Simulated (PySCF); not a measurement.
C₆ coefficients of unlike pairs at UHF

Calculated with PySCF 2.14 from the dipole response of each species, C₆(A,B) = (3/π) ∫ α_A(iu) α_B(iu) du, in atomic units, from isotropic polarisabilities. For ions this is the dispersion term alone; charge-induced terms of lower order in 1/R come first.

| species | configuration | basis | relativity | α (bohr³) | C₆ (like pair) |
| --- | --- | --- | --- | --- | --- |
| F³⁺ | [He] 2s2 2p2 (3P) | aug-cc-pVTZ-DK (5s4p3d2f) | spin-free X2C | 0.9717 | 0.8656 |
| In⁺ | [Kr] 4d10 5s2 (1S) | def2-TZVPPD with the def2 core potential (28 electrons) (7s5p4d2f) | core potential | 29.65 | 210.6 |
| V²⁺ | [Ar] 3d3 (4F) | aug-cc-pVQZ-DK (9s8p6d4f3g2h) | spin-free X2C | 3.997 | 12.08 |
| Be²⁺ | 1s2 (1S) | dyall-av3z (15s9p4d2f) | none | 0.05185 | 0.01109 |

(1) Estimate C₆ for V²⁺ with F³⁺.

No spin-orbit coupling is included.

The other pairs:

```json
{"pair": "V²⁺, In⁺", "C₆": "44.91"}
{"pair": "In⁺, F³⁺", "C₆": "11.61"}
{"pair": "Be²⁺, In⁺", "C₆": "0.8686"}
{"pair": "Be²⁺, V²⁺", "C₆": "0.2966"}
{"pair": "Be²⁺, F³⁺", "C₆": "0.08341"}
```

## Answers

(1) The integral gives 3.224. The combination rule 2 C_A C_B / (C_A α_B/α_A + C_B α_A/α_B) gives 3.219 and the geometric mean 3.234.
